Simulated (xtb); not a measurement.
xtb input:

```bash
xtb mol.xyz --gfn 2 --sp --chrg 0 --uhf 0
```
mol.xyz:
```
17

Si     2.99193650     0.44446418     0.55586780
Si     1.33228713    -0.39313917    -0.87087074
Si    -0.76414307     0.46145438    -0.26328408
Si    -2.45824238    -0.54490318    -1.53022149
Si    -1.11330941     0.06814615     2.02043368
H      4.34266672    -0.02666917     0.16359630
H      2.71560483    -0.00136597     1.94301722
H      2.97619441     1.92729822     0.52651833
H      1.28920491    -1.87455286    -0.76192767
H      1.64043755    -0.04541999    -2.28218605
H     -0.76895274     1.93021086    -0.50376864
H     -2.46650082    -2.00241291    -1.25485799
H     -2.22259075    -0.33815902    -2.97995797
H     -3.78803648     0.01092585    -1.17861827
H     -2.47026913     0.50162156     2.43400759
H     -0.11072677     0.79770636     2.83387444
H     -0.97643485    -1.38349633     2.29335036
```

**Question.** Which total energy does the run end on?

**Answer.** -14.70480 Eh (GFN2-xTB).
